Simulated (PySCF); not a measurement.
C2H6Si, charge -1, doublet, geometry from GFN2-xTB (a state made from the parent by changing its charge; the spin is typed, not shown lowest) (in this run its highest filled SCF level lies above zero, so its values depend strongly on the basis, on diffuse functions most of all); R2SCAN/STO-3G in PySCF.

PySCF was given this input:
```python
from pyscf import gto, scf, dft

mol = gto.M(
    atom='''
Si   -0.25215424    0.11481918    0.67817736
C     0.74958618    1.26004226   -0.45901186
H     0.93702546    2.21259696    0.04602924
H     0.23131482    1.49563534   -1.39997624
H     1.73131473    0.84650306   -0.73235712
C    -0.41541715   -1.41220712   -0.43974705
H     0.55427466   -1.85335584   -0.71289327
H    -0.94572525   -1.20422356   -1.38051239
H    -0.98305928   -2.19163532    0.07778029
''',
    basis='sto-3g',
    charge=-1,
    spin=1,
    verbose=5,
)

mf = dft.UKS(mol)
mf.xc = 'r2scan'
mf.grids.level = 1
mf.kernel()
mf.analyze()
```

Q: What does PySCF print? Leave out banner, timings and long lists.

A: 
```
PySCF version 2.14.0

[INPUT] verbose = 5
[INPUT] max_memory = 4000
[INPUT] num. atoms = 9
[INPUT] num. electrons = 33
[INPUT] charge = -1
[INPUT] spin (= nelec alpha-beta = 2S) = 1
[INPUT] symmetry False subgroup None
[INPUT] Mole.unit = angstrom
[INPUT] Symbol           X                Y                Z      unit          X                Y                Z       unit  Magmom
[...]
[INPUT] ---------------- BASIS SET ----------------
[INPUT] l, kappa, [nprim/nctr], expnt,             c_1 c_2 ...
[INPUT] Si
[...]
                                74.28083305       0.5353281423
                                20.10329229       0.4446345422
[...]
                                5.389706871       0.3995128261
                                1.752899952       0.7001154689
[...]
                                0.4125648801      0.2255954336
                                0.1614750979      0.900398426
[...]
                                5.389706871       0.6076837186
                                1.752899952       0.3919573931
[...]
                                0.4125648801      0.5951670053
                                0.1614750979      0.462001012
[INPUT] H
[...]
                                0.62391373        0.53532814
                                0.1688554         0.44463454
[INPUT] C
[...]
                                13.045096         0.53532814
                                3.5305122         0.44463454
[...]
                                0.6834831         0.39951283
                                0.2222899         0.70011547
[...]
                                0.6834831         0.60768372
                                0.2222899         0.39195739

nuclear repulsion = 97.0659669019692
number of shells = 17
number of NR pGTOs = 75
number of NR cGTOs = 25
basis = sto-3g
ecp = {}

******** <class 'pyscf.dft.uks.UKS'> ********
method = UKS
initial guess = minao
damping factor = 0
level_shift factor = 0
DIIS = <class 'pyscf.scf.diis.CDIIS'>
diis_start_cycle = 1
diis_space = 8
diis_damp = 0
SCF conv_tol = 1e-09
SCF conv_tol_grad = None
SCF max_cycles = 50
direct_scf = True
direct_scf_tol = 1e-13
number electrons alpha = 17  beta = 16
XC library pyscf.dft.libxc version 7.1.2
    S. Lehtola, C. Steigemann, M. J. T. Oliveira, and M. A. L. Marques,  SoftwareX 7, 1–5 (2018)
XC functionals = r2scan
    J. W. Furness, A. D. Kaplan, J. Ning, J. P. Perdew, and J. Sun,  J. Phys. Chem. Lett. 11, 8208–8215 (2020)
    J. W. Furness, A. D. Kaplan, J. Ning, J. P. Perdew, and J. Sun,  J. Phys. Chem. Lett. 11, 9248–9248 (2020)
    J. W. Furness, A. D. Kaplan, J. Ning, J. P. Perdew, and J. Sun,  J. Phys. Chem. Lett. 11, 8208–8215 (2020)
    J. W. Furness, A. D. Kaplan, J. Ning, J. P. Perdew, and J. Sun,  J. Phys. Chem. Lett. 11, 9248–9248 (2020)
radial grids:
    Treutler-Ahlrichs [JCP 102, 346 (1995); DOI:10.1063/1.469408] (M4) radial grids

becke partition: Becke, JCP 88, 2547 (1988); DOI:10.1063/1.454033
pruning grids: <function nwchem_prune>
grids dens level: 1
symmetrized grids: False
atomic radii adjust function: <function treutler_atomic_radii_adjust>
small_rho_cutoff = 0
Set gradient conv threshold to 3.16228e-05
atom Si rad-grids = 50, ang-grids = [ 50  50  50  50  50  50  50  50  50  50  50  50  50  50  86  86  86  86
  86  86  86  86 170 170 170 170 170 170 194 194 194 194 194 194 194 194
 194 194 194 170 170 170 170 170 170 170 170 170 170 170]
atom C rad-grids = 40, ang-grids = [ 50  50  50  50  50  50  50  50  50  50  50  50  86  86  86  86  86 170
 170 170 170 194 194 194 194 194 194 194 194 194 194 170 170 170 170 170
 170 170 170 170]
atom H rad-grids = 30, ang-grids = [ 50  50  50  50  50  50  50  50  50  86  86  86  86  86 110 110 110 110
 110 110 110 110 110  86  86  86  86  86  86  86]
tot_boxes 2496, boxes in each direction [11 14 10]
Padding 4 grids
tot grids = 31608
nelec by numeric integration = [15.84510318 15.84510318]
E1 = -694.1939927295984  E2 = 232.5579154551681  Ecoul = 266.45159470947146  Exc = -33.89367925430338
init E= -364.570110372461
cond(S) = 9.994706894103576

  alpha mo_energy =
[-6.49952331e+01 -9.93422152e+00 -9.93411427e+00 -4.98575776e+00
 -3.27493575e+00 -3.27419987e+00 -3.27160531e+00 -7.39883153e-01
 -7.15414183e-01 -4.59319416e-01 -4.38538548e-01 -4.36388961e-01
 -4.23092095e-01 -4.20013120e-01 -3.19176281e-01 -1.90486096e-01
 -4.79118610e-02  1.94500491e-01  2.41551017e-01  3.28023056e-01
  3.31220180e-01  3.34737091e-01  3.51674817e-01  3.67525278e-01
  3.84057366e-01]
  beta  mo_energy =
[-6.49952331e+01 -9.93422152e+00 -9.93411427e+00 -4.98575776e+00
 -3.27493575e+00 -3.27419987e+00 -3.27160531e+00 -7.39883153e-01
 -7.15414183e-01 -4.59319416e-01 -4.38538548e-01 -4.36388961e-01
 -4.23092095e-01 -4.20013120e-01 -3.19176281e-01 -1.90486096e-01
 -4.79118610e-02  1.94500491e-01  2.41551017e-01  3.28023056e-01
  3.31220180e-01  3.34737091e-01  3.51674817e-01  3.67525278e-01
  3.84057366e-01]
multiplicity <S^2> = 0.75  2S+1 = 2
nelec by numeric integration = [17.00002823 16.00002864]
E1 = -709.7594206182206  E2 = 248.04341216302817  Ecoul = 282.67557578076344  Exc = -34.632163617735266
cycle= 1 E= -364.650041553223  delta_E= -0.0799  |g|= 0.29  |ddm|= 2.57
  alpha mo_energy =
[-6.44056410e+01 -9.35860885e+00 -9.35851026e+00 -4.41393896e+00
 -2.70475989e+00 -2.70464597e+00 -2.69691431e+00 -3.22485318e-01
 -3.07320034e-01 -4.91133992e-02 -4.79918744e-02 -3.36449381e-02
 -3.33965711e-02  2.60847479e-03  1.66600835e-01  2.91353995e-01
  3.76393793e-01  6.72836298e-01  7.02472675e-01  7.32589093e-01
  7.33588359e-01  7.47094465e-01  7.52207156e-01  7.79055829e-01
  7.81862288e-01]
  beta  mo_energy =
[-6.44001321e+01 -9.35860455e+00 -9.35850697e+00 -4.40797589e+00
 -2.70041182e+00 -2.69257034e+00 -2.68501469e+00 -3.20091137e-01
 -3.05944088e-01 -4.69146888e-02 -4.44985581e-02 -3.19268959e-02
 -3.02041718e-02  2.94332302e-02  1.71430373e-01  3.15202998e-01
  4.72387618e-01  6.85237270e-01  7.10806903e-01  7.35967307e-01
[...]
converged SCF energy = -364.710065000263  <S^2> = 0.75246423  2S+1 = 2.0024627
Total Energy =                        -364.710065000262603
[...]
5 C 2pz          0.18652  -0.39171   0.18872   0.30601   0.28279
6 H 1s           0.35173   0.22120   0.35375  -0.12532  -0.05090
7 H 1s          -0.35162   0.22194  -0.35337  -0.12536  -0.05093
8 H 1s          -0.00008  -0.39136  -0.00032  -0.05654  -0.15068
               #16       #17       #18       #19       #20
0 Si 1s          0.00105   0.00000   0.00000   0.00071   0.00000
0 Si 2s         -0.00512  -0.00000   0.00000  -0.00597  -0.00000
0 Si 3s          0.61246   0.00002   0.00002   0.23747   0.00002
0 Si 2px         0.00589  -0.02448  -0.01164  -0.00516  -0.00000
0 Si 2py        -0.00268   0.01060  -0.02671   0.00235  -0.00000
0 Si 2pz        -0.01583  -0.01090   0.00019   0.01388   0.00000
0 Si 3px        -0.22558   0.81112   0.28103   0.11991  -0.00000
0 Si 3py         0.10273  -0.35106   0.64459  -0.05469   0.00003
0 Si 3pz         0.60667   0.36103  -0.00464  -0.32258  -0.00003
1 C 1s           0.00229  -0.00000   0.00491   0.00410  -0.00000
1 C 2s          -0.13319   0.00004  -0.23434  -0.18497   0.00013
1 C 2px          0.13814   0.05828   0.11522   0.10309   0.42487
1 C 2py          0.15588  -0.02526   0.30794  -0.16493  -0.18374
1 C 2pz         -0.15879   0.02597   0.04069  -0.39204   0.18903
2 H 1s          -0.03844  -0.00001  -0.19392   0.38426  -0.00013
3 H 1s           0.06969   0.13988   0.15810  -0.13698   0.35344
4 H 1s           0.06971  -0.13989   0.15803  -0.13694  -0.35361
5 C 1s           0.00229   0.00000  -0.00491   0.00410  -0.00000
5 C 2s          -0.13319  -0.00003   0.23433  -0.18504   0.00004
5 C 2px         -0.02104   0.05828   0.14716   0.18893  -0.42481
5 C 2py         -0.20922  -0.02526   0.29348   0.03189   0.18385
5 C 2pz         -0.15617   0.02590  -0.04503  -0.39351  -0.18914
6 H 1s           0.06972  -0.13986  -0.15817  -0.13694   0.35350
7 H 1s           0.06971   0.13985  -0.15802  -0.13696  -0.35359
8 H 1s          -0.03846   0.00002   0.19402   0.38427   0.00001
               #21       #22       #23       #24       #25
0 Si 1s         -0.00007   0.00000   0.00000   0.00001  -0.00098
0 Si 2s          0.00058  -0.00000  -0.00000  -0.00009   0.00861
0 Si 3s          0.00540  -0.00001   0.00008   0.00330  -0.30484
0 Si 2px         0.00170   0.00862   0.00209   0.00788   0.00949
0 Si 2py        -0.00077  -0.00374   0.00480   0.01834  -0.00408
0 Si 2pz        -0.00454   0.00384  -0.00003   0.00014  -0.02529
0 Si 3px        -0.03285  -0.22364  -0.04098  -0.18369  -0.21546
0 Si 3py         0.01499   0.09686  -0.09400  -0.42737   0.09246
0 Si 3pz         0.08757  -0.09964   0.00052  -0.00319   0.57401
1 C 1s          -0.00950   0.00001  -0.00871   0.00168  -0.00216
1 C 2s           0.43261  -0.00049   0.39764  -0.07577   0.09430
1 C 2px          0.12485   0.42618   0.10683  -0.14712  -0.16662
1 C 2py          0.06827  -0.18469   0.28924   0.10629  -0.39619
1 C 2pz         -0.21293   0.18978   0.04118   0.43436  -0.01085
2 H 1s          -0.19871   0.00039  -0.42220  -0.16195   0.25000
3 H 1s          -0.31838   0.32702  -0.17571   0.26468  -0.03603
4 H 1s          -0.31896  -0.32650  -0.17569   0.26444  -0.03606
5 C 1s          -0.00950   0.00001   0.00871  -0.00164  -0.00219
5 C 2s           0.43271  -0.00050  -0.39758   0.07376   0.09568
5 C 2px          0.03396   0.42616   0.13898   0.17210   0.18061
5 C 2py         -0.14065  -0.18435   0.27427  -0.04939   0.39074
5 C 2pz         -0.21128   0.19013  -0.04522  -0.43423  -0.02601
6 H 1s          -0.31913  -0.32630   0.17556  -0.26384  -0.04162
7 H 1s          -0.31824   0.32720   0.17573  -0.26362  -0.04171
8 H 1s          -0.19884   0.00011   0.42198   0.15640   0.25367

To work with the spin densities directly, `use mulliken_meta_spin()` only printing them here.

 ** Mulliken spin pop alpha/beta on meta-lowdin orthogonal AOs **
 ** Mulliken Spin Density (per AO)  **
spin_pop of  0 Si 1s        0.00000
spin_pop of  0 Si 2s       -0.00002
spin_pop of  0 Si 3s        0.02624
spin_pop of  0 Si 2px       0.00061
spin_pop of  0 Si 2py       0.00010
spin_pop of  0 Si 2pz       0.00008
spin_pop of  0 Si 3px       0.68500
spin_pop of  0 Si 3py       0.14425
spin_pop of  0 Si 3pz       0.13446
spin_pop of  1 C 1s        0.00000
spin_pop of  1 C 2s       -0.00665
spin_pop of  1 C 2px      -0.01056
spin_pop of  1 C 2py      -0.00935
spin_pop of  1 C 2pz      -0.00974
spin_pop of  2 H 1s        0.00123
spin_pop of  3 H 1s        0.01984
spin_pop of  4 H 1s        0.01983
spin_pop of  5 C 1s        0.00000
spin_pop of  5 C 2s       -0.00662
spin_pop of  5 C 2px      -0.00623
spin_pop of  5 C 2py      -0.01384
spin_pop of  5 C 2pz      -0.00952
spin_pop of  6 H 1s        0.01983
spin_pop of  7 H 1s        0.01982
spin_pop of  8 H 1s        0.00123
 ** Mulliken Spin Density (per atom)  **
spin density of  0 Si =      0.99072
spin density of  1 C =     -0.03630
spin density of  2 H =      0.00123
spin density of  3 H =      0.01984
spin density of  4 H =      0.01983
spin density of  5 C =     -0.03621
spin density of  6 H =      0.01983
spin density of  7 H =      0.01982
spin density of  8 H =      0.00123
 ** Mulliken pop alpha/beta on meta-lowdin orthogonal AOs **
 ** Mulliken pop       alpha | beta **
[...]
In total            17.00000 | 16.00000
 ** Mulliken atomic charges   ( Nelec_alpha | Nelec_beta ) **
charge of  0Si =     -0.25121  (     7.62097      6.63025 )
charge of  1C =     -0.31205  (     3.13788      3.17417 )
charge of  2H =     -0.01779  (     0.50951      0.50828 )
charge of  3H =     -0.02229  (     0.52107      0.50122 )
charge of  4H =     -0.02228  (     0.52105      0.50123 )
charge of  5C =     -0.31201  (     3.13790      3.17411 )
charge of  6H =     -0.02229  (     0.52106      0.50123 )
charge of  7H =     -0.02229  (     0.52106      0.50123 )
charge of  8H =     -0.01778  (     0.50951      0.50827 )

WARN: System has nonzero charge -1; the dipole moment is origin-dependent.
Location of origin: [0. 0. 0.]

Dipole moment(X, Y, Z, Debye):  0.50764, -0.23128, -1.36529
```
